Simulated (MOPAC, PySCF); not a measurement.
H5BGe, SMILES `[BH2][GeH3]`, neutral singlet in the gas phase. 

Cartesian coordinates (Å):
SMILES: [BH2][GeH3]
```xyz
7

B      1.2486     0.0112     0.0465
Ge    -0.8243     0.0215    -0.0483
H      1.8437    -1.0096    -0.0758
H      1.8687     1.0022     0.2559
H     -1.3527    -0.4858     1.3191
H     -1.4304     1.4219    -0.2952
H     -1.3608    -0.9412    -1.1339
```
Charge 0, spin multiplicity 1.

All levels are single points at this geometry (M06-2X/def2-TZVP); Pople sets use spherical d functions. Orbital energies aren't observables, and empty levels follow the basis.

M06-2X/def2-TZVP in PySCF gives dipole (D) = 0.54.

Question: Estimate the dipole (D) from each of these levels: B3LYP-D3(BJ)/def2-TZVP in PySCF; B3LYP/3-21G in PySCF; B3LYP/6-311+G** (LANL2DZ on Ge) in PySCF; B3LYP/6-31G* in PySCF; B3LYP/LANL2DZ in PySCF; BP86/6-31G* in PySCF; M06-2X/6-31G* in PySCF; PBE/6-31G* in PySCF; SVWN5/6-31G* in PySCF; HF/STO-3G in PySCF; PM6 in MOPAC; PM7 in MOPAC.

Answer: 
| level | dipole (D) |
|---|---|
| B3LYP-D3(BJ)/def2-TZVP in PySCF | 0.52 |
| B3LYP/3-21G in PySCF | 0.41 |
| B3LYP/6-311+G** (LANL2DZ on Ge) in PySCF | 0.51 |
| B3LYP/6-31G* in PySCF | 0.58 |
| B3LYP/LANL2DZ in PySCF | 0.55 |
| BP86/6-31G* in PySCF | 0.51 |
| M06-2X/6-31G* in PySCF | 0.58 |
| PBE/6-31G* in PySCF | 0.49 |
| SVWN5/6-31G* in PySCF | 0.45 |
| HF/STO-3G in PySCF | 0.25 |
| PM6 in MOPAC | 0.56 |
| PM7 in MOPAC | 0.17 |
